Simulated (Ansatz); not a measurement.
Consider the redistribution: `C[SiH](O)C=O` + `OC[SiH2]F` → `O=C[SiH](O)CO` + `C[SiH2]F`.

Computed with Ansatz on PBE0-D4/def2-TZVP structures; ΔE is electronic, products minus reactants. CBS: MP2 limit from def2 TZ/QZ plus the TZ coupled-cluster correction, frozen cores. Functionals use def2-TZVPP. B3LYP here is the variant with VWN-RPA as its local correlation; programs differ in this. Each species was taken in one conformer, which may not be the lowest.

(1) Is it downhill or uphill in electronic energy at CCSD(T)/CBS, and by how much? (An estimate is asked.)

(2) What do these levels give: r2SCAN-D4, PBE0-D4, ωB97X-V, B2PLYP, B3LYP, MP2/def2-TZVPP, SCS-MP2/def2-TZVPP, CCSD(T)/def2-TZVPP, HF/def2-QZVPP, MP2/def2-QZVPP, SCS-MP2/def2-QZVPP, CCSD/CBS(def2)? (Estimate.)

Largest T1 diagnostic among the species: 0.014.

Results:

(1) Ansatz gave: Downhill: ΔE = -5.0 kJ/mol.

(2) The calculation gave: r2SCAN-D4 -5.9, PBE0-D4 -5.7, ωB97X-V -5.4, B2PLYP -4.9, B3LYP -4.2, MP2/def2-TZVPP -5.9, SCS-MP2/def2-TZVPP -5.2, CCSD(T)/def2-TZVPP -5.7, HF/def2-QZVPP -2.8, MP2/def2-QZVPP -5.4, SCS-MP2/def2-QZVPP -4.8, CCSD/CBS(def2) -4.5 kJ/mol.
